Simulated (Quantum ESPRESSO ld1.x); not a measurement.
Problem. Nd2+, configuration [Xe] 4f3 6s1 (not the ground configuration). All-electron calculation, scalar-relativistic Kohn-Sham, revPBE, spin-unpolarised, spherical densities, point nucleus. Program: ld1.x of Quantum ESPRESSO 7.5. Some entries of the table are withheld. Estimate them.

orbital,occ.,eigenvalue (hartree),r(max) (bohr)
1s,2,-1595.91,0.01509
2s,2,-258.823,(1)
2p,6,-231.428,(2)
3s,2,(3),0.2437
3p,6,-48.1916,(4)
3d,10,-36.2197,0.1961
4s,2,-11.9675,0.5648
4p,6,-9.13381,0.5893
4d,10,-5.10530,(5)
5s,2,-2.18048,1.305
5p,6,-1.47209,(6)
4f,3,-0.82982,0.6505
6s,1,-0.55883,3.206

Solution. 
(1) 2s r(max) (bohr): 0.08549
(2) 2p r(max) (bohr): 0.06893
(3) 3s eigenvalue (hartree): -56.8285
(4) 3p r(max) (bohr): 0.2387
(5) 4d r(max) (bohr): 0.6173
(6) 5p r(max) (bohr): 1.467
